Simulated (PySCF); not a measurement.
**Ionisation energy of Xe by level of theory**

Xe [Xe] → Xe⁺ [Kr] 4d10 5s2 5p5 [5p1/2^2 5p3/2^3, M_J = 3/2], as a difference of total energies. Calculation: PySCF 2.14, in x2c-TZVPall-2c (8s9p5d2f, 74 functions); the two-component X2C-1e Hamiltonian. Correlated levels: [Ar] 3d10 frozen; the 6 highest virtual spinors dropped. "Screened" scales the spin-orbit matrix elements by Boettger's factors to mimic the two-electron term; Breit and QED terms are absent.

Problem. Order these methods by the ionisation energy they give, lowest first.
A. GHF (screened spin-orbit)
B. GMP2 (screened spin-orbit)
C. GMP2 (spin-free)
D. GHF (spin-free)

Solution. A (11.239 eV), D (11.660 eV), B (12.001 eV), C (12.421 eV).

The spin-free rows lack the spin-orbit shift.

Errors of the correlated levels include the incompleteness of this basis and the frozen core.

For comparison: 12.130 eV (measured; NIST Atomic Spectra Database, ionization energies).
